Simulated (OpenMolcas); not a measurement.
## Ti3+ in a ligand field

Ti3+ with 5 ligands (chloride) in square pyramidal coordination (C4v) at 2.37 Å, the axial distance 2.631 Å. A charge of +0.4 e stands 2.8 Å behind each ligand. Ligand basis ANO-RCC-VDZP.
```
Ti    0.0000    0.0000    0.0000
Cl    2.3700    0.0000    0.0000
Cl    0.0000    2.3700    0.0000
Cl   -2.3700    0.0000    0.0000
Cl    0.0000   -2.3700    0.0000
Cl    0.0000    0.0000    2.6307
```

| Property | Result |
| --- | --- |
| Program | OpenMolcas |
| Method | SS-CASPT2, IPEA 0.25 Eh, imaginary shift 0.1 Eh (closed shells correlated: 3s 3p and the ligand valence shells) |
| Basis | ANO-RCC-VDZP [5s4p2d1f] |
| Scalar Hamiltonian | DKH2, point nucleus |
| Active space | 1 electron in 5 orbitals (3d) |
| State averaging | 2S+1 = 2 even, 5 roots |
| Spin-orbit coupling | state interaction with AMFI integrals over the reference wave functions |

The lowest spin-free states, above the lowest:

```json
{"State": "2S+1 = 2", "Degeneracy": "2", "E (cm-1)": "0"}
{"State": "2S+1 = 2", "Degeneracy": "1", "E (cm-1)": "2160"}
{"State": "2S+1 = 2", "Degeneracy": "1", "E (cm-1)": "3440"}
{"State": "2S+1 = 2", "Degeneracy": "1", "E (cm-1)": "16690"}
```

The lowest levels with spin-orbit coupling:

```
E (cm-1)  Degeneracy  2S+1               g
       0           2     2  0.10 0.18 0.18
     140           2     2  0.12 0.12 3.89
    2240           2     2  1.94 2.13 2.13
    3520           2     2  2.00 2.18 2.18
   16770           2     2  2.01 2.01 2.05
```

Electric-dipole absorption from the lowest level at this geometry, strongest bands:

| E (cm-1) | λ (nm) | f |
| --- | --- | --- |
| 3520 | 2840 | 7.01e-05 |
| 16770 | 596 | 1.97e-05 |

Powder χT (cm3 K/mol): 0.007 at 2 K, 0.0257 at 10 K, 0.124 at 50 K, 0.241 at 100 K, 0.365 at 200 K, 0.426 at 300 K. The effective moment at 300 K is 2.828 √(χT) = 1.85 μB.

The lowest level has 2S+1 = 2, for which the spin-only value is χT = S(S+1) / 2 = 0.375 cm3 K/mol (g = 2). The computed 0.426 at 300 K differs by +0.051, through orbital momentum, spin-orbit coupling and any other state in reach.

Over all roots computed the reference weight is 0.71; a low but even weight reflects the number of correlated electrons. An orbital doublet at a regular site is open to a Jahn-Teller distortion, which this geometry leaves out. The least metal-like active orbital is 84 % on the metal (Löwdin) and no ligand orbital is active, so the numbers are rough. Ligand-to-metal charge-transfer states are missing. No measured value stands beside these numbers; the geometry was imposed, not optimised, and the real ion may take another.

A state without a sure symmetry label is named by its multiplicity alone.
